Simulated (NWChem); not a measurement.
System: fluoroethylene carbonate (C$_{3}$H$_{3}$FO$_{3}$); SMILES O=C1OC[C@H](F)O1

Input file for NWChem:

```
start job
memory heap 200 mb stack 900 mb global 1100 mb
geometry units angstroms noautosym nocenter noautoz
  O     -0.618520    -2.196206     0.227137
  C     -0.182492    -1.115258     0.036933
  O      1.064466    -0.703025     0.325170
  C      1.261869     0.612440    -0.146117
  C     -0.154937     1.094202    -0.434796
  F     -0.629668     1.831882     0.601273
  O     -0.874760    -0.085828    -0.535194
  H      1.741111     1.223297     0.630220
  H      1.888438     0.596268    -1.051765
  H     -0.279081     1.679101    -1.357714
end
basis spherical
  * library def2-svp
end
dft
  xc m05-2x
  iterations 150
end
cosmo
  do_cosmo_smd true
  solvent water
end
task dft energy
```

Parts of the log:

```
             Northwest Computational Chemistry Package (NWChem) 7.3.0
             --------------------------------------------------------

                             Geometry "geometry" -> ""
                             -------------------------

 Output coordinates in angstroms (scale by  1.889725989 to convert to a.u.)

  No.       Tag          Charge          X              Y              Z
 ---- ---------------- ---------- -------------- -------------- --------------
    1 O                    8.0000    -0.61852000    -2.19620600     0.22713700
    2 C                    6.0000    -0.18249200    -1.11525800     0.03693300
    3 O                    8.0000     1.06446600    -0.70302500     0.32517000
    4 C                    6.0000     1.26186900     0.61244000    -0.14611700
    5 C                    6.0000    -0.15493700     1.09420200    -0.43479600
    6 F                    9.0000    -0.62966800     1.83188200     0.60127300
    7 O                    8.0000    -0.87476000    -0.08582800    -0.53519400
    8 H                    1.0000     1.74111100     1.22329700     0.63022000
    9 H                    1.0000     1.88843800     0.59626800    -1.05176500
   10 H                    1.0000    -0.27908100     1.67910100    -1.35771400

 Effective nuclear repulsion energy (a.u.)     324.5726546416

                                 NWChem DFT Module
                                 -----------------

 Summary of "ao basis" -> "ao basis" (spherical)
 ------------------------------------------------------------------------------
       Tag                 Description            Shells   Functions and Types
 ---------------- ------------------------------  ------  ---------------------
 O                          def2-svp                 6       14   3s2p1d
 C                          def2-svp                 6       14   3s2p1d
 F                          def2-svp                 6       14   3s2p1d
 H                          def2-svp                 3        5   2s1p

 in cosmo_initialize ...
 calling solv_data for solv:h2o

 solvent parameters
 solvname_short: h2o
 solvname_long:  water
 dielec:       78.4000
 dielecinf:     1.7769
 aqueous SMD model solvent descriptors
 dielec:       78.4000
 sola:          0.8200

[...]

                                COSMO-SMD solvation results
                                ---------------------------

             internal energy in gas <Psi(g)|H|Psi(g)> =      -441.248826760121
         internal energy in solvent <Psi(s)|H|Psi(s)> =      -441.244107445758
                               delta internal energy  =         0.004719314363 (    2.96 kcal/mol)
   total free energy in solvent <Psi(s)|H+V/2|Psi(s)> =      -441.270083832778
 polarization energy contribution <Psi(s)|V/2|Psi(s)> =        -0.025976387019 (  -16.30 kcal/mol)
    total free energy in solvent including G(SMD-CDS) =      -441.261881266937
                       G(SMD-CDS) energy contribution =         0.008202565841 (    5.15 kcal/mol)
     1 M fixed-concentration free energy of solvation =        -0.013054506815 (   -8.19 kcal/mol)

                       DFT Final Molecular Orbital Analysis
                       ------------------------------------

 Vector   25  Occ=2.000000D+00  E=-4.342238D-01
              MO Center= -5.7D-02,  4.6D-01, -1.7D-01, r^2= 3.1D+00
   Bfn.  Coefficient  Atom+Function         Bfn.  Coefficient  Atom+Function
  ----- ------------  ---------------      ----- ------------  ---------------
    90      0.269826   7 O  pz              109      0.228113  10 H  s
    76     -0.225839   6 F  pz               60     -0.217605   5 C  px
    46      0.212946   4 C  px               74     -0.199728   6 F  px
    34     -0.188124   3 O  pz               93      0.188096   7 O  pz
    62     -0.177898   5 C  pz                6     -0.171570   1 O  pz

 Vector   26  Occ=2.000000D+00  E=-4.126234D-01
              MO Center= -4.2D-01, -1.5D+00,  6.1D-02, r^2= 2.5D+00
   Bfn.  Coefficient  Atom+Function         Bfn.  Coefficient  Atom+Function
  ----- ------------  ---------------      ----- ------------  ---------------
     4      0.485349   1 O  px                7      0.331614   1 O  px
     6      0.195592   1 O  pz               90      0.175738   7 O  pz
     5     -0.170083   1 O  py               32      0.165294   3 O  px
    89     -0.152455   7 O  py               93      0.136612   7 O  pz
    35      0.133424   3 O  px              109      0.133020  10 H  s

 Vector   27  Occ=2.000000D+00  E=-4.010024D-01
              MO Center=  6.9D-01, -6.3D-01,  1.1D-01, r^2= 3.0D+00
   Bfn.  Coefficient  Atom+Function         Bfn.  Coefficient  Atom+Function
  ----- ------------  ---------------      ----- ------------  ---------------
    34      0.394976   3 O  pz               37      0.303403   3 O  pz
     6     -0.273742   1 O  pz              104      0.228227   9 H  s
     9     -0.211411   1 O  pz               48     -0.202667   4 C  pz
    33      0.179426   3 O  py               99     -0.171182   8 H  s
     4      0.163030   1 O  px               36      0.143200   3 O  py

 Vector   28  Occ=0.000000D+00  E= 6.667702D-02
              MO Center= -1.8D-01, -1.1D+00,  3.7D-02, r^2= 1.9D+00
   Bfn.  Coefficient  Atom+Function         Bfn.  Coefficient  Atom+Function
  ----- ------------  ---------------      ----- ------------  ---------------
    20      0.567360   2 C  pz               23      0.529367   2 C  pz
     9     -0.392704   1 O  pz                6     -0.335405   1 O  pz
    59      0.315278   5 C  s                37     -0.219360   3 O  pz
   105     -0.212088   9 H  s                34     -0.209365   3 O  pz
    49      0.209598   4 C  px               93     -0.195245   7 O  pz

[...]
```

Level: M05-2X/def2-SVP, SMD on the gas-phase geometry. The geometry was optimised at PBE0/def2-SVP. Solvent: water.
